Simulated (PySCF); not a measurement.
`[SiH3][GeH2][PH2]`. The calculation used PBE0-D3(BJ)/def2-SVP geometry optimisation, gas phase in PySCF 2.14.0.

```
atom  x, y, z in Å
Si1    1.6257    0.6976    0.0754
Ge2   -0.1716   -0.8225   -0.2988
P3    -2.1537    0.4086   -0.3373
H4     2.9358   -0.0224    0.0918
H5     1.6478    1.7295   -1.0051
H6     1.4324    1.3798    1.3919
H7    -0.1839   -1.9236    0.7826
H8    -0.0206   -1.4944   -1.6784
H9    -2.9935   -0.7218   -0.0916
H10   -2.0689    0.7486    1.0489
```

(1) Which two atoms are farthest apart?

(2) Work out the bond lengths Ge2–P3, Ge2–H7, Ge2–H8, P3–H9 in pm.

(3) How far apart are these pairs, which share no bond: Si1···H10, Ge2···H5, P3···H6, P3···H8, H5···H8, H7···H8, H8···H10?

(4) Where is the centre of mass (commonest isotopes), and what is the radius of gyration?

(5) What are the angles H4–Si1–H5, Ge2–Si1–H4, Ge2–Si1–H6, H5–Si1–H6, H7–Ge2–H8, Ge2–P3–H10, Ge2–P3–H9, H9–P3–H10?

(6) What is the repulsion energy of the bare nuclei, Σ ZA·ZB/RAB?

(7) Give the dihedral angles H4–Si1–Ge2–H8, H7–Ge2–P3–H10, Si1–Ge2–P3–H9, H4–Si1–Ge2–P3, Si1–Ge2–P3–H10.

## Answers

(1) H4···H9, 5.97 Å; the next longest distance is 5.33 Å.

(2) For Ge2–P3 the difference vector is (-1.9821, 1.2311, -0.0385) Å, of length 2.3336 Å. Ge2–P3 233.4; Ge2–H7 154.3; Ge2–H8 154.2; P3–H9 142.9 pm.

(3) Si1···H10 3.821 Å (3 bonds apart); Ge2···H5 3.213 Å (2 bonds apart); P3···H6 4.098 Å (3 bonds apart); P3···H8 3.158 Å (2 bonds apart); H5···H8 3.692 Å (3 bonds apart); H7···H8 2.503 Å (2 bonds apart); H8···H10 4.082 Å (3 bonds apart).

(4) Mass 139.927 u; centre at (-0.237, -0.207, -0.214) Å; Rg = √(Σ m r²/M) = 1.524 Å. As Ia + Ib + Ic = 2 Σ m r², the three principal moments sum to 650.1 u·Å².

(5) From the scalar product of the two bond vectors; for H4–Si1–H5 it is -0.7317 Å² over 1.4950 × 1.4943 Å², cos θ = -0.3276. H4–Si1–H5 109.1°; Ge2–Si1–H4 110.8°; Ge2–Si1–H6 109.4°; H5–Si1–H6 108.9°; H7–Ge2–H8 108.5°; Ge2–P3–H10 93.4°; Ge2–P3–H9 94.5°; H9–P3–H10 93.2°.

(6) 334.79 Eh over 45 pairs, with full nuclear charges and distances in bohr; the largest single term is 108.85 Eh (Ge2 with P3).

(7) H4–Si1–Ge2–H8 -62° (synclinal); H7–Ge2–P3–H10 55° (synclinal); Si1–Ge2–P3–H9 -161° (antiperiplanar); H4–Si1–Ge2–P3 -179° (antiperiplanar); Si1–Ge2–P3–H10 -67° (synclinal). Dihedral signs follow IUPAC: positive where, seen along the central bond, the front bond turns clockwise onto the rear one.

Stationary, but not proved a minimum. The numbers are those of one conformer.

Hardware: an Arm Neoverse V1 with one thread, no GPU, shared host with 32 logical CPUs at a one-minute load of 26. Cost: 30 s wall, 0.43 GiB resident at most. That covers the optimisation of the geometry.
